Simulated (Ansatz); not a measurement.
Input file for `[N]#[Sb]`:

```yaml
crystal:
  periodic: [false, false, false]
  atoms:
    - {symbol: N, position_ang: [-0.766316, 0.275338, -0.387905]}
    - {symbol: Sb, position_ang: [0.766316, -0.275338, 0.387905]}
basis:
  gaussian: {orbitals: def2-TZVPP}
correlation: {method: ccsd_t}
output: {orbitals: {seedname: orbitals}}
```

```sh
$ ansatz run in.yaml --threads 2 --pin off --events-out ev --progress --plain --max-ram 32768MiB --backend cpu
```

The program prints (abridged):

```
Functional definition: HF
660 factors; integrals over basis functions are off by at most 1.3e-3 eV
mean field evaluation 1: about -7982.7025 eV, gradient 5.3e1 eV
mean field evaluation 2: about -7982.7048 eV, gradient 5.3e1 eV
mean field evaluation 4: about -7989.6962 eV, gradient 5.3e0 eV
mean field evaluation 8: about -7989.8136 eV, gradient 5.5e-1 eV
mean field evaluation 32: about -7989.7757 eV, gradient 1.8e0 eV
mean field evaluation 96: about -7982.9497 eV, gradient 3.0e-3 eV
mean field -7989.81561543 eV, -293.6203081755 hartree, gradient 1.0e-6 eV, S^2 0.000000; 3 other end points of the search recorded, 0 dependent functions left out; unrestricted orbitals would lower it
mean field evaluation 160: about -7989.8156 eV, gradient 2.5e-2 eV
unrestricted determinant -7991.31151520 eV, -293.6752814781 hartree, S^2 1.4024
5 core orbitals not correlated: weight in the atoms' cores, before any rotation towards them, 1.000 or more for the frozen orbitals, at most 0.000 for the correlated occupied ones
reference -7989.81561543 eV, -293.6203081755 hartree; 10, 10 occupied and 66, 66 virtual orbitals, 660 factors
second order -16.12268386 eV of doubles, -0.00000000 eV of singles
cycle   1  -13.70287955 eV  change     2.4e0 eV  update   2.2e-1
cycle   2  -14.70501359 eV  change    -1.0e0 eV  update   1.2e-1
cycle   3  -14.87176480 eV  change   -1.7e-1 eV  update   2.8e-2
cycle   4  -14.89347816 eV  change   -2.2e-2 eV  update   1.4e-2
cycle   5  -14.90487361 eV  change   -1.1e-2 eV  update   5.2e-3
cycle   6  -14.91221689 eV  change   -7.3e-3 eV  update   1.7e-3
cycle   7  -14.91202726 eV  change    1.9e-4 eV  update   4.7e-4
cycle   8  -14.91233639 eV  change   -3.1e-4 eV  update   1.9e-4
cycle   9  -14.91262519 eV  change   -2.9e-4 eV  update   5.7e-5
cycle  10  -14.91261537 eV  change    9.8e-6 eV  update   1.5e-5
cycle  11  -14.91259240 eV  change    2.3e-5 eV  update   5.5e-6
perturbative correction -0.87468096 eV, -0.0321439324 hartree
WARN: the results are in doubt because among natural orbitals full CI differs from the method by -0.090 eV
Total energy: -8005.60288879 eV, -294.2004797704 hartree
In doubt: among natural orbitals full CI differs from the method by -0.090 eV
```

Run time 5.5 s (2 threads of an AMD EPYC 7R13 on a shared host); peak host memory 0.24 GiB.

Correlation energy per correlated electron: -0.789 eV. T1 diagnostic: 0.0208.
